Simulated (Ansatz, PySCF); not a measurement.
Molecule: GaCl₂, charge 0, multiplicity 2. It need not be the lowest isomer of its formula. 
Geometry from a B3LYP-D3(BJ)/def2-TZVP (Ansatz, a program for electronic structure) optimisation:
```
Ga
Cl 1 2.1845
Cl 1 2.1845 2 119.12
```
Charge 0, spin multiplicity 2.

Total electronic energies in hartree. Valence correlation only, unless marked. Open shells are spin-unrestricted. No spin-orbit coupling. Frozen are the shells of the preceding noble gas and the d and f shells that filled before the atom's block. Non-relativistic. CBS marks a two-point X^-3 extrapolation of the correlation energy; Hartree-Fock from the larger set. [CCSD(T)-MP2]/basis is that difference in the basis named.

```tsv
level	program	energy (Eh)
RI-HF/def2-QZVPPD	Ansatz	-2842.43992
revPBE-D3(BJ)/def2-TZVPD	Ansatz + dftd3	-2845.06337
M06-L-D4/def2-TZVPD	PySCF + dftd4	-2845.29542
B97M-V/def2-TZVPD	Ansatz	-2844.75366
TPSSh-D4/def2-TZVPD	PySCF + dftd4	-2845.37606
r2SCANh-D4/def2-TZVPD	Ansatz + dftd4	-2845.28246
r2SCAN0-D4/def2-TZVPD	Ansatz + dftd4	-2845.26320
MN15/def2-TZVPD	PySCF	-2845.47096
LC-wPBE/def2-TZVPD	Ansatz	-2844.85377
wB97X/def2-TZVPD	Ansatz	-2845.39782
B2PLYP/def2-TZVPD	Ansatz	-2844.69325
RI-MP2/CBS(def2-TZVPP,def2-QZVPP)	Ansatz	-2842.9392
CCSD(T)/def2-SVPD	Ansatz	-2842.19302
CCSD(T)/def2-TZVPP	Ansatz	-2842.85432
RI-MP2/CBS(def2-TZVPPD,def2-QZVPPD)+[CCSD(T)-MP2]/def2-TZVPPD	Ansatz	-2842.9934
```

Totals of different functionals don't rank their quality; only differences between species are comparable.
